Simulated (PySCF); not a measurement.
## Basis and Hamiltonian dependence of the ionisation energy of Cr

Cr [Ar] 3d5 4s1 (7S) → Cr⁺ [Ar] 3d5 (6S). All values are computed (PySCF 2.14, energy differences of UHF-based or UKS calculations, no spin-orbit coupling). Values in eV.

| basis | Hamiltonian | functions | UHF | r2SCAN | PBE0 | MP2 (valence) | CCSD(T) (valence) | CCSD(T) (valence and next inner shell) |
| --- | --- | --- | --- | --- | --- | --- | --- | --- |
| x2c-SVPall | spin-free X2C | 36 | 6.029 | 7.351 | 7.048 | 6.327 | n/a | n/a |
| cc-pVDZ | non-relativistic | 43 | 5.911 | 7.180 | 6.894 | 6.322 | n/a | n/a |
| cc-pVDZ-DK | spin-free X2C | 43 | 6.012 | n/a | 7.015 | 6.442 | n/a | n/a |
| x2c-TZVPall | spin-free X2C | 48 | 6.016 | n/a | 7.065 | 6.408 | n/a | n/a |
| aug-cc-pVDZ | non-relativistic | 59 | 5.911 | 7.178 | 6.892 | 6.354 | 6.420 | n/a |
| x2c-TZVPPall | spin-free X2C | 64 | 6.016 | 7.367 | 7.065 | 6.489 | 6.537 | 6.727 |
| cc-pVTZ-DK | spin-free X2C | 68 | 6.005 | n/a | 7.057 | 6.483 | n/a | n/a |
| x2c-TZVPPall with one added diffuse shell each of s, p, d, f type | spin-free X2C | 80 | 6.016 | 7.367 | 7.065 | 6.515 | 6.588 | 6.776 |
| aug-cc-pVTZ | non-relativistic | 93 | 5.903 | 7.216 | 6.933 | 6.396 | 6.470 | n/a |
| x2c-QZVPPall | spin-free X2C | 96 | 6.008 | 7.353 | 7.050 | 6.511 | 6.573 | n/a |
| dyall-av2z | non-relativistic | 101 | 5.911 | 7.222 | 6.935 | 6.372 | 6.444 | n/a |
| aug-cc-pVTZ with one added diffuse shell each of s, p, d, f, g type | non-relativistic | 118 | 5.903 | 7.216 | 6.933 | 6.399 | n/a | n/a |
| aug-cc-pwCVTZ | non-relativistic | 127 | 5.902 | 7.211 | 6.924 | 6.396 | 6.468 | n/a |
| aug-cc-pwCVTZ-DK with one added diffuse shell each of s, p, d, f, g type | spin-free X2C | 152 | 6.004 | 7.348 | 7.049 | 6.519 | n/a | n/a |

Frozen in the all-electron rows: valence: [Ar]; valence and next inner shell: [Ne].

Non-relativistic rows lack the scalar-relativistic shift.

Reference for a calculation without spin-orbit coupling: 6.767 eV (measured, between term centres; NIST).
